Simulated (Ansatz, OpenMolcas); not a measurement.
**GaNH3 (SMILES [NH2][GaH]): methods side by side**

GaNH3 has 5 atoms, charge 0, and is taken as a doublet. As SMILES, `[NH2][GaH]`. The coordinates come from a PBE0-D4/def2-TZVP relaxation. This is one conformer, not always the lowest.

```xyz
5

N    -0.2119   -0.6840    0.0647
Ga    0.8155    0.7829    0.4170
H    -0.9468   -0.7013   -0.6251
H    -0.1152   -1.5693    0.5320
H     0.5082    2.0979   -0.4301
```

Quantity: the electronic atomisation energy, in eV. The values are calculated. Electronic energies at fixed atoms, without zero-point motion or spin-orbit coupling.

| level | kind | program | value (eV) | less CCSD(T)/def2-TZVP |
| --- | --- | --- | --- | --- |
| U-r2SCAN/def2-TZVP | meta-GGA | OpenMolcas | 13.39 | +0.60 |
| UM06-L/def2-TZVP | meta-GGA | OpenMolcas | 12.95 | +0.16 |
| UB3LYP/def2-TZVP | global hybrid | OpenMolcas | 13.27 | +0.48 |
| UBHLYP/def2-TZVP | global hybrid | OpenMolcas | 12.84 | +0.05 |
| U-wB97X/def2-TZVP | range-separated hybrid | Ansatz | 13.24 | +0.45 |
| UHSE06/def2-TZVP | range-separated hybrid | Ansatz | 13.23 | +0.44 |
| RPA@PBE0/def2-TZVP | RPA | Ansatz | 12.45 | -0.34 |
| UCCSD(T)/def2-TZVP | coupled cluster or CI | Ansatz | 12.79 | 0.00 |

Differences are taken from UCCSD(T)/def2-TZVP for orientation; it has basis-set and higher-order errors of its own. All-electron rows without a relativistic Hamiltonian named are non-relativistic. The values span 12.45 to 13.39 eV. In the correlated wave-function rows the outer d shell of Ga is correlated, in sets not made for it.
